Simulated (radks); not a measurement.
Q: Radial electron density D(r) = 4 pi r^2 rho(r) of an atom or ion with 50 electrons. Method: scalar-relativistic Kohn-Sham, Wu-Cohen GGA, spin-unpolarised, spherical densities, finite nucleus; Fermi nuclear charge, rms radius of each element as measured or else 0.836 A^(1/3) + 0.57 fm; computed with a radial shooting solver on a logarithmic mesh with Libxc functionals.

| r (bohr) | D(r) (e/bohr) |
|---|---|
| 0.004011 | 17.33 |
| 0.004632 | 21.21 |
| 0.005307 | 25.42 |
| 0.006129 | 30.47 |
| 0.007078 | 36.03 |
| 0.008175 | 41.99 |
| 0.009365 | 47.75 |
| 0.01082 | 53.70 |
| 0.01249 | 59.08 |
| 0.01443 | 63.43 |
| 0.01666 | 66.32 |
| 0.01909 | 67.41 |
| 0.02204 | 66.79 |
| 0.02546 | 64.64 |
| 0.0294 | 61.73 |
| 0.03368 | 59.37 |
| 0.0389 | 58.56 |
| 0.04493 | 60.59 |
| 0.05189 | 65.81 |
| 0.05992 | 73.36 |
| 0.06865 | 80.72 |
| 0.07928 | 86.03 |
| 0.09156 | 86.42 |
| 0.1057 | 81.24 |
| 0.1211 | 73.04 |
| 0.1399 | 64.78 |
| 0.1616 | 61.06 |
| 0.1866 | 63.45 |
| 0.2155 | 69.19 |
| 0.2469 | 72.47 |
| 0.2852 | 68.72 |
| 0.3293 | 56.78 |
| 0.3803 | 41.16 |
| 0.4357 | 29.09 |
| 0.5032 | 23.26 |
| 0.5812 | 23.81 |
| 0.6712 | 26.24 |
| 0.7751 | 26.24 |
| 0.8881 | 22.82 |
| 1.026 | 17.09 |
| 1.184 | 11.51 |
| 1.368 | 7.464 |
| 1.567 | 5.163 |
| 1.81 | 3.758 |
| 2.09 | 2.797 |
| 2.414 | 1.957 |
| 2.788 | 1.205 |
| 3.194 | 0.6520 |
| 3.689 | 0.2849 |
| 4.26 | 0.1027 |
| 4.92 | 0.02945 |
| 5.637 | 0.007055 |
| 6.51 | 0.001152 |
| 7.518 | 0.0001326 |

What is the nuclear charge?

A: Z = 52. The innermost maximum, from 1s, lies near gamma/Z bohr with gamma = sqrt(1 - (Z/c)^2) = 0.925, here 0.0178 bohr (found: 0.0196), and its height grows with Z. The density is that of the tellurium ion Te2+ in [Kr] 4d10 5s2 5p2; the configuration itself is not fixed sharply by these data, and Z only to a few units. D(r) has 4 maxima, at r = 0.0196, 0.0859, 0.249, 0.721 bohr, and minima at 0.0380, 0.164, 0.528 bohr, inside which lie 1.99, 11.20, 28.95 electrons.
